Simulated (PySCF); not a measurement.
Orbital picture of CsAs⁺

HSE06 at R = 4.068 Å; basis Cs def2-SVP with ECP46, As def2-SVP; scalar-relativistic core potentials; PySCF 2.14. State: ⁴Σ⁻ (quartet), unpaired electrons σ ↑, π ↑↑. Only the outer orbitals are listed, counted within each symmetry, core potentials removing the inner ones.

```
spin  orbital  occ.  ε (eV)  on Cs (%)  main shells (%)
   α       7σ     1  -34.00        100         100 Cs s
   α       8σ     1  -20.00          9  91 As s, 9 Cs p
   α       4π     1  -19.54        100         100 Cs p
   α       4π     1  -19.54        100         100 Cs p
   α       9σ     1  -19.49         91  91 Cs p, 9 As s
   α      10σ     1  -10.45          3          96 As p
   α       5π     1  -10.22          1          99 As p
   α       5π     1  -10.22          1          99 As p
   α      11σ     0   -5.13         99          99 Cs s
   α       6π     0   -3.33         98  90 Cs d, 8 Cs p
   α       6π     0   -3.33         98  90 Cs d, 8 Cs p
   β       7σ     1  -33.99        100         100 Cs s
   β       4π     1  -19.53        100         100 Cs p
   β       4π     1  -19.53        100         100 Cs p
   β       8σ     1  -19.52        100         100 Cs p
   β       9σ     1  -16.75          1          99 As s
   β      10σ     0   -6.98         14  85 As p, 9 Cs s
   β       5π     0   -6.56          5          95 As p
   β       5π     0   -6.56          5          95 As p
```

**Question.** Which are the highest filled and the lowest empty level, where do they sit, and how wide is the gap?

**Answer.** Highest filled α 5π at -10.22 eV (in %: 99 As p); lowest empty β 10σ at -6.98 eV (in %: 85 As p, 9 Cs s); the gap at HSE06 is 3.24 eV.

The bond order (Mayer) is 0.13, the ⟨S²⟩ is 3.750 and the charge on Cs (Mulliken, basis-dependent) is 0.93. The charge on Cs (Löwdin, basis-dependent) is 0.79 and the dipole moment (positive dipole points towards As; it is taken about the centre of mass and depends on that origin) is -5.78 D.

Spin–orbit coupling is left out. The state is the lowest determinant that a PBE0 search found; another state may lie lower at other levels.
